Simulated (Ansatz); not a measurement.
```yaml
crystal:
  periodic: [false, false, false]
  atoms:
    - {symbol: Sn, position_ang: [1.685799, -0.280269, -0.161242]}
    - {symbol: Sn, position_ang: [0.173322, -0.320725, 2.350753]}
    - {symbol: Sn, position_ang: [-0.414975, -2.323449, -0.287096]}
    - {symbol: Sn, position_ang: [-1.685309, 0.281617, 0.163947]}
    - {symbol: Sn, position_ang: [0.414799, 2.324758, 0.283343]}
    - {symbol: Sn, position_ang: [-0.173627, 0.318068, -2.349705]}
basis:
  gaussian: {orbitals: def2-TZVPD, initial_orbitals: start.molden}
hamiltonian: {xc: {name: wB97X-V}}
scf: {omitted_lower_state_checks: [starts]}
output: {orbitals: {seedname: orbitals}}
```

The file start.molden holds the orbitals of an earlier run on this structure, at another level or in another basis.

```sh
$ ansatz run in.yaml --threads 4 --pin off --events-out ev --progress --plain --max-ram 4787MiB
```

Task: Does this run fit into the memory that it is given?

Result: No. It has 336 basis functions, and Ansatz plans for 6 GiB where 5 GiB are given.
